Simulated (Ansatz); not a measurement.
Ligand exchange through a proton shuttle

Start structure (BH7O4, closed shell), relaxed at PBE0-D4/def2-TZVP:

B1  (-0.400, 0.706, -1.043)
H2  (0.566, 1.401, -0.962)
O3  (-0.211, -0.634, -1.280)
O4  (-1.675, 1.179, -1.066)
H5  (0.536, -0.119, 1.531)
O6  (-0.101, 0.614, 1.607)
H7  (1.026, -1.389, -0.070)
O8  (1.463, -1.551, 0.783)
H9  (-1.051, -1.098, -1.368)
H10  (-1.725, 2.114, -0.863)
H11  (-0.833, 0.259, 2.115)
H12  (2.405, -1.482, 0.616)
(Å)

The step: BH₃O₂ ([OH][BH][OH]) + H₂O + H₂O → BH₃O₃ ([OH][B]([OH])[OH]) + H₂O + H₂; bonds formed: B1–O6, H2–H7, H5–O8; bonds broken: B1–H2, H5–O6, H7–O8. Program: Ansatz 0.2.0. Basis: def2-TZVPP and def2-QZVPP. Cores are frozen in the correlated methods. Extrapolation: Hartree–Fock as exp(−7.88 √X), correlation as X^−2.97. Energies below are by CCSD(T) at an estimated basis limit (MP2 extrapolated from triple and quadruple zeta, plus CCSD(T) − MP2 in triple zeta).

Q: What are the electronic barrier and the energy of the step, from the start structure to the end structure? (An estimate is asked for; the value comes from the calculation.)

A: Computed: Barrier 31.41 kcal/mol; step energy -20.60 kcal/mol (downhill); reverse barrier, their difference, 52.01 kcal/mol. Barrier and step energy count from the start structure, the reverse barrier from the end structure.

The saddle point: One imaginary mode of 1197i cm⁻¹.
```csv
pair,start (Å),saddle (Å),end (Å)
B1–O6,2.67,1.51,1.38
H2–H7,2.97,1.05,0.75
H5–O8,1.86,1.11,0.97
B1–H2,1.19,1.40,5.79
H5–O6,0.97,1.32,1.97
H7–O8,0.97,1.18,2.58
```

Zero-point energy (harmonic, PBE0-D4): ZPE is 58.09 kcal/mol at the start and 55.11 kcal/mol at the saddle, so the barrier goes from 31.41 to 28.43 kcal/mol.

The T1 diagnostic stays at or below 0.012.

The step is the kind of ligand exchange by which a precursor binds to a hydroxyl group, or is hydrolysed, in atomic layer deposition of oxides.

Labels in which every atom is bracketed show which atoms are joined, not bond orders.

For scale, one of the runs: CCSD(T)/def2-TZVPP, 253 basis functions, launched by `ansatz run in.yaml --threads 8 --pin off --events-out ev --progress --plain --max-ram 19148MiB`. Hardware: 8 CPU threads of an AMD EPYC 7R13, shared host. Wall time 98 s; peak host memory 6.2 GiB.
